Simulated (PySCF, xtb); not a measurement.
dihydroxy(methoxymethyl)silane (C₂H₈O₃Si), SMILES COC[SiH](O)O. Other conformers were not sampled.

Harmonic wavenumbers (cm⁻¹) from GFN2-xTB run with xtb 6.7.1 at its own minimum, in rising order: 50, 90, 105, 191, 227, 247, 278, 309, 348, 380, 687, 704, 751, 805, 816, 833, 904, 944, 977, 1101, 1135, 1159, 1200, 1307, 1408, 1470, 1491, 1498, 2258, 2870, 2888, 2908, 2915, 3017, 3665, 3682.

### Question
What does B3LYP-D3(BJ)/def2-SVP (PySCF) give at its own minimum? (An estimate is asked for; the answer gives what the named calculation found.)

### Answer
59, 81, 151, 219, 228, 247, 307, 365, 417, 464, 673, 741, 791, 821, 871, 906, 961, 968, 987, 1173, 1173, 1205, 1230, 1310, 1450, 1457, 1467, 1493, 2248, 2958, 2969, 3011, 3027, 3120, 3777, 3872. Paired by order, the mean absolute difference is 48 cm⁻¹ and the zero-point energies are 65.2 and 67.5 kcal/mol.
